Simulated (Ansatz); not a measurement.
CH2BClOS (`OB(Cl)C=S`). Charge 0, multiplicity 1.

```json
{"atom": "O1", "x (Å)": "-0.3048", "y (Å)": "-0.0906", "z (Å)": "-1.5513"}
{"atom": "B2", "x (Å)": "0.4949", "y (Å)": "0.0713", "z (Å)": "-0.4938"}
{"atom": "Cl3", "x (Å)": "2.2085", "y (Å)": "0.3553", "z (Å)": "-0.7304"}
{"atom": "C4", "x (Å)": "-0.0899", "y (Å)": "0.0093", "z (Å)": "0.9736"}
{"atom": "S5", "x (Å)": "-1.6635", "y (Å)": "-0.2511", "z (Å)": "1.2134"}
{"atom": "H6", "x (Å)": "-1.2159", "y (Å)": "-0.2370", "z (Å)": "-1.2432"}
{"atom": "H7", "x (Å)": "0.5706", "y (Å)": "0.1428", "z (Å)": "1.8317"}
```

(1) List the harmonic frequencies (cm⁻¹, unscaled) at PBE0-D4/def2-TZVP in Ansatz. (Best estimate.)

(2) Is this a minimum?

(3) Give the ideal-gas thermochemistry at 298.15 K and 1 bar (rigid rotor, harmonic oscillator; point group Cs, symmetry number 1).

(4) And at 400, 500, 600, 800 and 1000 K?

(5) Rotational constants (cm⁻¹)?

Answers

(1) Computed: 85, 191, 281, 406, 490, 708, 709, 857, 928, 1102, 1170, 1333, 1427, 3119, 3667.

(2) Yes, all 15 modes are real.

(3) Zero-point energy 98.5 kJ/mol; H(298) − E = 115.6 kJ/mol; entropy 324.3 J/(mol·K), of which translation 167.3, rotation 114.5, vibration 42.5; G(298) − E = 18.9 kJ/mol. Modes under 100 cm⁻¹ are hindered rotations or soft bends, so the harmonic entropy is rough.

(4) 
```json
{"T (K)": "400", "H − E (kJ/mol)": "124.6", "S (J/mol/K)": "350.4", "G − E (kJ/mol)": "-15.5"}
{"T (K)": "500", "H − E (kJ/mol)": "134.8", "S (J/mol/K)": "373.0", "G − E (kJ/mol)": "-51.7"}
{"T (K)": "600", "H − E (kJ/mol)": "145.8", "S (J/mol/K)": "393.1", "G − E (kJ/mol)": "-90.0"}
{"T (K)": "800", "H − E (kJ/mol)": "169.9", "S (J/mol/K)": "427.6", "G − E (kJ/mol)": "-172.2"}
{"T (K)": "1000", "H − E (kJ/mol)": "195.7", "S (J/mol/K)": "456.4", "G − E (kJ/mol)": "-260.7"}
```

(5) 0.2824, 0.05065, 0.04295.
